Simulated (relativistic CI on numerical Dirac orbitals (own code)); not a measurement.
Calculated at this level of theory: Dirac-Coulomb-Breit CI, orbitals from a KLI potential per configuration, model QED (radiative potential, 1s self-energy scaled to tabulated hydrogen-like ionisation energies), unscaled Slater integrals (own radial code, finite nucleus).

The strongest absorption lines from the ground level of an ion, among the configurations computed and to levels below about 363 eV (vacuum wavelength in nm, gf): 3.4420 (0.24), 3.4911 (0.61), 4.9444 (0.36), 4.9816 (14), 4.9952 (5.9), 5.0640 (0.76), 5.1484 (3.9), 5.3026 (13).

Which ion is it?
A. Yb²³⁺
B. W²⁷⁺
C. Os²⁹⁺
D. Hf²⁵⁺

D. Hf²⁵⁺ has 47 electrons and the ground level 4s2 4p6 4d10 4f 2F°_5/2; the strongest line goes to 4s2 4p6 4d9 4f2 2F_5/2. The pattern of lines fixes the number of electrons, and along that sequence the line energies rise steadily with the charge (about as its square where n changes within one kind of shell, about linearly where n is kept but much faster in heavy ions where fine structure, which grows about as Z⁴, sets the gap, and irregularly where shells cross), which fixes Z. Configurations outside the model, such as inner-shell arrays, can give stronger lines. At this charge energies of transitions that change n are usually good to better than 1 %, and those within a shell (Δn = 0) to a few per cent.

LS names give the leading component of a level, which can be under half, so a name can repeat, a term be missing and a line seem to break the LS rules.
